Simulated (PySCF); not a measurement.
**Scandium: a sound run and one with changed settings**

Sound run: Sc [Ar] 3d1 4s2, Sc⁺ [Ar] 3d1 4s1. Computed with PySCF 2.14 in cc-pVDZ (6s5p3d1f, 43 functions), with the non-relativistic Hamiltonian (point nucleus). In the sound run the correlated levels freeze [Ar]. The sound run starts from symmetry-adapted Hartree-Fock orbitals and uses a fine grid where one is needed.

Changed run: scalar relativity by spin-free X2C-1e. This setting is unsound on purpose.

```tsv
species	method	sound run (hartree)	changed run (hartree)	converged
Sc	UHF	-759.73789	-762.77631	yes
Sc	MN15	-760.58732	-763.62448	yes
Sc	MP2	-759.76419	-762.80274	yes
Sc⁺	UHF	-759.54057	-762.57805	yes
Sc⁺	MN15	-760.34046	-763.37620	yes
Sc⁺	MP2	-759.54297	-762.58048	yes
```

Ionisation energy of Sc:

| method | sound run (eV) | changed run (eV) |
| --- | --- | --- |
| UHF | 5.369 | 5.395 |
| MN15 | 6.717 | 6.756 |
| MP2 | 6.020 | 6.048 |
| SCS-MP2 | 6.149 | 6.178 |

Most of the change in total energy is the relativistic energy itself. On top of that the contraction fixes the core shape for the Hamiltonian it was made with, so the changed run is not a good calculation with the other Hamiltonian either.

For comparison, NIST gives 6.561 eV between the lowest levels.
